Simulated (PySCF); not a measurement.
**diphenyl ether (C12H10O): Computed beside measured shifts**

System: diphenyl ether (C12H10O), SMILES c1ccc(Oc2ccccc2)cc1.

Atom-mapped SMILES (hydrogens are numbered by the atom that bears them): [cH:1]1[cH:2][cH:3][c:4]([O:5][c:6]2[cH:7][cH:8][cH:9][cH:10][cH:11]2)[cH:12][cH:13]1

Method: GIAO KT3/pcSseg-1, gas phase, PySCF SCF with an in-house response code, fitting set def2-universal-JFIT, grid level 2, non-relativistic, geometry: GFN2-xTB.

One optimised conformer. Values are averaged over the atoms that symmetry or fast rotation interchanges, on this one geometry and without vibrational averaging. Shifts are the reference shielding less the shielding here, at the same level (13C, 1H against isolated TMS; 17O against isolated H2O); nuclei without a reference have shieldings only.

Question: What shifts does this level give for H on 3/7/11/12, H on 2/8/10/13, H on 1/9, and how do they compare with measurement?

Answer: 
```json
{"atom": "H on 3/7/11/12", "nucleus": "1H", "computed / ppm": "7.07", "measured / ppm": "6.925", "computed less measured": "0.15", "measured against": "TMS", "medium of the measurement": "CCl4"}
{"atom": "H on 2/8/10/13", "nucleus": "1H", "computed / ppm": "7.29", "measured / ppm": "7.218", "computed less measured": "0.07", "measured against": "TMS", "medium of the measurement": "CCl4"}
{"atom": "H on 1/9", "nucleus": "1H", "computed / ppm": "6.99", "measured / ppm": "6.977", "computed less measured": "0.01", "measured against": "TMS", "medium of the measurement": "CCl4"}
```

Measured values: Shapiro, Mohrmann, J. Phys. Chem. Ref. Data 1977, 6, 919.
